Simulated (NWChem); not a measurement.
System: CH6O2Si; SMILES O[SiH2]CO

The following NWChem deck was run.

```
start job
memory heap 200 mb stack 900 mb global 1100 mb
geometry units angstroms noautoz
  O     -0.667778    -1.548971     0.216197
  C      0.564581    -1.064874    -0.291921
  Si     0.533638     0.784649     0.136495
  O     -1.035499     1.260687    -0.155629
  H     -0.765340    -2.478138    -0.015126
  H      0.638336    -1.192017    -1.390525
  H      1.438920    -1.578639     0.153793
  H      1.459148     1.566724    -0.731700
  H      0.929682     0.977632     1.565848
  H     -1.625299     0.503758    -0.031943
end
basis spherical
  O library def2-svp
  C library def2-svp
  Si library def2-svp
  H library def2-svp
end
dft
  xc xwpbe 1.00 cpbe96 1.0 hfexch 1.00
  cam 0.4 cam_alpha 0.0 cam_beta 1.0
  iterations 150
  mulliken
end
task dft energy
```

Geometry: optimised at PBE0/def2-SVP.

Question: Predict the main results of this run. (LC-wPBE (HJS exchange hole, range parameter 0.4 per bohr)/def2-SVP.) Quantities: energy (Ha); highest occupied level (eV); orbital gap (eV); dipole (D).

Answer: 
```json
{
 "energy (Ha)": "-481.21",
 "highest occupied level (eV)": "-10.84",
 "orbital gap (eV)": "14.00",
 "dipole (D)": "3.11"
}
```
